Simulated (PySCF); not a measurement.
CH₇GeNS.
Numbering: `[CH3:1][NH:2][GeH2:3][SH:4]` (hydrogens: H5, H6, H7 on C1; H8 on N2; H9, H10 on Ge3; H11 on S4)

Theory: PBE0-D3(BJ)/def2-SVP geometry optimisation, gas phase (PySCF).

Question: What internal coordinates does the optimisation give?

Answer: 
```
               bond  length (pm)   order
              C1–N2        144.6  single
             N2–Ge3        182.4  single
             Ge3–S4        224.5  single
C1–H5, C1–H6, C1–H7        110.4  single
              N2–H8        101.6  single
    Ge3–H9, Ge3–H10        153.6  single
             S4–H11        135.1  single
```

Bonds in one row agree within 1 pm and their mean is given. Orders are formal, as drawn. A selection of angles:
```
     angle  degrees
  N2–C1–H5    109.7
  N2–C1–H6    110.5
  N2–C1–H7    114.6
  H5–C1–H6    106.7
 C1–N2–Ge3    120.2
  C1–N2–H8    112.7
 Ge3–N2–H8    113.9
 N2–Ge3–S4    114.5
 N2–Ge3–H9    106.7
 S4–Ge3–H9    110.2
S4–Ge3–H10    103.1
H9–Ge3–H10    114.2
Ge3–S4–H11     94.6
```

Dihedral angles: C1–N2–Ge3–S4 55° (synclinal); H11–S4–Ge3–N2 70° (synclinal). The mirror-image conformer, all signs reversed, is as good.

Ge3 (germanium bonded to N, S and 2 H) is distorted tetrahedral (angles from 103.1° to 114.5°). N2 (nitrogen bonded to C, Ge and H) is pyramidal (angles 120.2°, 113.9° and 112.7°, sum 346.7°, 0.29 Å off the plane of its three neighbours).

Point group: C1 (no symmetry element, even within 0.4 Å). Whether it is a minimum is left open (no frequencies). One conformer, not necessarily the lowest (C1–N2–Ge3–S4 55°, N2–Ge3–S4–H 70°).
